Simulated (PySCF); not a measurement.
## Which determinant of TaC⁺ lies lowest?

Unrestricted PBE0; basis Ta def2-TZVPPD with ECP60, C def2-TZVPPD; scalar-relativistic core potentials; PySCF 2.14. Outer shells of the fragments: Ta+ 5d3 6s1; C 2s2 2p2.

Followed along the bond (rough minima from three points):

| 2Ms+1 | unpaired | ⟨S²⟩ at the start | R at minimum (Å) | Te (eV) |
| --- | --- | --- | --- | --- |
| 5 | σ ↑↑, π ↑, δ ↑ | 6.06 | 1.86 | 0.00 |
| 5 | σ ↑↑, π ↑, δ ↑ | 6.34 | 1.86 | 0.05 |
| 1 | π ↓, δ ↑ | 2.50 | 1.85 | 0.23 |
| 1 | π ↓, δ ↑ | 2.49 | 1.85 | 0.26 |
| 5 | σ ↑, π ↑↑, δ ↑ | 6.01 | 1.97 | 0.43 |
| 7 | σ ↑↑, π ↑↑, δ ↑↑ | 12.00 | 2.03 | 0.67 |

Solutions found at the starting distance of 2.170 Å, counted from the lowest of them; the search is not exhaustive and high or unbound solutions are not listed, so other states can lie among these:

```json
{"2Ms+1": "5", "unpaired": "σ ↑, π ↑↑, δ ↑", "term": "⁵Δ", "E (eV)": "0.00", "⟨S²⟩": "6.01", "⟨Lz²⟩": "4.00", "μ (D)": "-2.45"}
{"2Ms+1": "7", "unpaired": "σ ↑↑, π ↑↑, δ ↑↑", "term": "⁷Σ⁺", "E (eV)": "0.05", "⟨S²⟩": "12.00", "⟨Lz²⟩": "0.00", "μ (D)": "-1.33"}
{"2Ms+1": "5", "unpaired": "σ ↑↑, π ↑, δ ↑", "term": "mixed", "E (eV)": "0.22", "⟨S²⟩": "6.34", "⟨Lz²⟩": "5.21", "μ (D)": "-1.89"}
{"2Ms+1": "1", "unpaired": "π ↓, δ ↑", "term": "mixed", "E (eV)": "0.25", "⟨S²⟩": "2.50", "⟨Lz²⟩": "4.82", "μ (D)": "-2.21"}
{"2Ms+1": "1", "unpaired": "π ↓, δ ↑", "term": "mixed", "E (eV)": "0.27", "⟨S²⟩": "2.49", "⟨Lz²⟩": "4.93", "μ (D)": "-2.01"}
{"2Ms+1": "5", "unpaired": "σ ↑↑, π ↑, δ ↑", "term": "mixed", "E (eV)": "0.28", "⟨S²⟩": "6.06", "⟨Lz²⟩": "4.71", "μ (D)": "-2.22"}
{"2Ms+1": "3", "unpaired": "π ↑, δ ↑", "term": "mixed", "E (eV)": "0.42", "⟨S²⟩": "3.42", "⟨Lz²⟩": "5.09", "μ (D)": "-1.37"}
{"2Ms+1": "3", "unpaired": "π ↑, δ ↑", "term": "mixed", "E (eV)": "0.43", "⟨S²⟩": "3.41", "⟨Lz²⟩": "5.14", "μ (D)": "-1.28"}
{"2Ms+1": "3", "unpaired": "σ ↑, π ↑↓, δ ↑", "term": "mixed", "E (eV)": "0.47", "⟨S²⟩": "3.07", "⟨Lz²⟩": "5.95", "μ (D)": "-2.40"}
{"2Ms+1": "3", "unpaired": "σ ↑, π ↑↓, δ ↑", "term": "mixed", "E (eV)": "0.50", "⟨S²⟩": "3.03", "⟨Lz²⟩": "6.02", "μ (D)": "-2.45"}
```

A term symbol is given only where ⟨S²⟩ and ⟨Lz²⟩ are close to those of a pure state; real π, δ and φ orbitals otherwise mix terms. A positive dipole points towards C; it is taken about the centre of mass and depends on that origin.

Spin–orbit coupling is left out. The state is the lowest single determinant that the PBE0 search found; with open d or f shells the true ground state can be another one.
